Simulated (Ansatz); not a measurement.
`B[CH2][GeH2][SeH]`, charge 0, multiplicity 1.

Problem. Give a relaxed structure at PBE0-D4/def2-TZVP (the Gaussian-basis code of Ansatz). (Estimate.)

Solution. Ansatz gave: 
Z-matrix (Å, degrees):
```
C
Ge 1 1.982
B 1 1.531 2 103.8
H 1 1.093 2 103.0 3 121.3
H 1 1.091 2 104.6 3 -122.6
Se 2 2.360 1 106.9 3 54.3
H 2 1.539 1 109.0 3 172.9
H 2 1.538 1 110.9 3 -66.0
H 3 1.198 1 120.6 2 -90.4
H 3 1.198 1 120.5 2 85.4
H 6 1.469 2 92.9 1 172.8
```
This is one stationary point; other conformers may exist.
